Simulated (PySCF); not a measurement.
Ionising CdSi

M06-2X; Cd def2-SVP with ECP28, Si def2-SVP; scalar-relativistic core potentials (PySCF 2.14). Neutral (UKS): triplet (π ↑↑), Re = 2.649 Å, ωe = 202 cm⁻¹, De = 0.69 eV, HOMO -5.91 eV, LUMO -2.39 eV.

CdSi⁺ (UKS): doublet (π ↑), Re = 2.754 Å, ωe = 197 cm⁻¹, De = 1.63 eV to Cd + Si⁺. The energies at the minima are -456.95270 hartree for CdSi and -456.69393 for CdSi⁺.

(1) Work out the adiabatic ionisation energy, without and with harmonic zero-point energies (1 hartree = 27.2114 eV, 1 eV = 8065.5 cm⁻¹), and the change of the bond length.

Spin–orbit coupling is left out. For an ion De counts to the pair picked by the measured ionisation energies or electron affinities, which need not be the lowest pair at this level. States were picked by a PBE0 search and need not be the measured ground states.

Answers

(1) At M06-2X: 0.25877 hartree = 7.041 eV between the minima; the zero-point term (197.0 − 202.0)/2 cm⁻¹ = -0.000 eV makes it 7.041 eV. Re changes by +10.5 pm against the neutral. The electron leaves a π orbital, and the longer bond of the ion fits a bonding orbital, or a change in how ionic the bond is.
